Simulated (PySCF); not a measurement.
## Calculated data, AlBClH4Si

Calculation on a computer-drawn molecule: the log of a Hartree-Fock and frozen-core CCSD(T) single point meant for a local Hartree-Fock minimum, with one planted fault or none, to be diagnosed. Offsets are logged minus clean, where the clean run is the same molecule without the fault. The reference is restricted for singlets and unrestricted otherwise, and also for a bond in bohr or an excited solution. Adding or removing an electron swaps singlet and doublet. The excited solution moves the top pair (singlet) or top alpha electron (doublet) to the lowest empty orbital. Highest occupied and lowest empty are orbital energies over both spins, largest force is the largest gradient component, triples share is (T) over the correlation energy, the T1 limit is 0.02 restricted and 0.045 unrestricted, electrons count all cores, a negative frequency is imaginary (commonest isotopes), and the dipole is about the centre of nuclear charge. Program: PySCF 2.14.0.

```xyz
8
formula=AlBClH4Si meant_charge=0 meant_multiplicity=2 meant_basis=cc-pV(D+d)Z logged_electrons=53 logged_basis_functions=103 logged_SCF_converged=yes logged_spin_squared=0.7593 logged_highest_occupied=-8.5044 logged_lowest_empty=0.36085 logged_largest_force=0.11033 logged_T1_diagnostic=0.013426 logged_D1_diagnostic=0.042874 logged_triples_share=0.026278 logged_CC_converged=yes logged_dipole_magnitude=2.0145 logged_SCF_stable_within_its_kind=yes logged_energy_HF=-1017.27122 logged_energy_CCSD(T)=-1017.70901 possible_faults=no_fault,one_electron_removed,one_electron_added,multiplicity_raised_by_two,geometry_at_a_saddle_point,SCF_held_on_an_excited_solution,minimal_basis_STO-3G,one_bond_length_entered_in_bohr,all_coordinates_scaled
Al    -2.4705    -1.9821     0.5719
B     -2.9781    -0.1193     0.4943
Si    -1.9014     1.1934     0.8431
Cl    -0.1188     0.9117     1.3328
H     -1.9583    -2.6553    -0.5856
H     -2.6140    -2.7355     1.7831
H     -3.9783     0.2152     0.2255
H     -2.0981     2.5085     0.8313
```

Units: logged_highest_occupied, logged_lowest_empty in eV; logged_largest_force in hartree/bohr; logged_dipole_magnitude in debye; logged_energy_HF, logged_energy_CCSD(T) in hartree.

Drawn bonds:
```
atom  other atom  order
   1           2      1
   2           3      1
   3           4      1
   1           5      1
   1           6      1
   2           7      1
   3           8      1
```

Question: Which fault was planted in the run of AlBClH4Si?
Answer: all coordinates scaled, by -9.6 %

Further results for AlBClH4Si:

* HF energy offset from clean run: 47.76 kcal/mol
* CCSD(T) energy offset from clean run: 47.81 kcal/mol
